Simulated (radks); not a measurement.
The numbers below are computed, except where a source is named.
Ionisation ladder of tin, from Sn VI to Sn XVII. Each ion is in the ground configuration listed by NIST, and IE = E(next ion) - E(this ion). Level of theory: Dirac Kohn-Sham, BLYP, spin-unpolarised, spherical densities, point nucleus; open shells are shared between the two j in proportion to 2j + 1 (a radial shooting solver on a logarithmic mesh with Libxc functionals).

species,configuration,"IE, Delta-SCF (eV)",<r> HOMO (bohr),"IE, NIST (eV)",kind,error (eV)
Sn VI,[Kr] 4d9,96.254,1.04,94,theory,+2.254
Sn VII,[Kr] 4d8,116.65,1.01,113,theory,+3.8
Sn VIII,[Kr] 4d7,137.98,0.986,135,theory,+3.0
Sn IX,[Kr] 4d6,160.16,0.962,156,theory,+4.2
Sn X,[Kr] 4d5,183.16,0.939,184,theory,-0.8
Sn XI,[Kr] 4d4,206.93,0.918,208,theory,-1.1
Sn XII,[Kr] 4d3,231.45,0.899,232,theory,-0.5
Sn XIII,[Kr] 4d2,256.69,0.881,258,theory,-1.3
Sn XIV,[Kr] 4d1,282.61,0.864,282,theory,+0.6
Sn XV,[Kr],384.00,0.797,379,theory,+5.0
Sn XVI,[Ar] 3d10 4s2 4p5,412.69,0.787,407,theory,+5.7
Sn XVII,[Ar] 3d10 4s2 4p4,441.81,0.777,437,theory,+4.8

Reference values: NIST Atomic Spectra Database (exp. = measured, semi-emp. = semi-empirical, theory = theoretical value adopted there). The ionisation energy per charge of the ion left behind rises most, in proportion, at Sn XV ([Kr]), from 20.187 to 25.600 eV. Spin polarisation and multiplet splitting are left out, so open shells lie too high by an amount that depends on their filling. Sharing an open shell by 2j + 1 raises it above the true ground level by a part of the spin-orbit splitting, which enters the differences from NIST.

Beside tabulated values, note that spin-unpolarised runs miss the spin-polarisation part of the exchange energy of open shells.
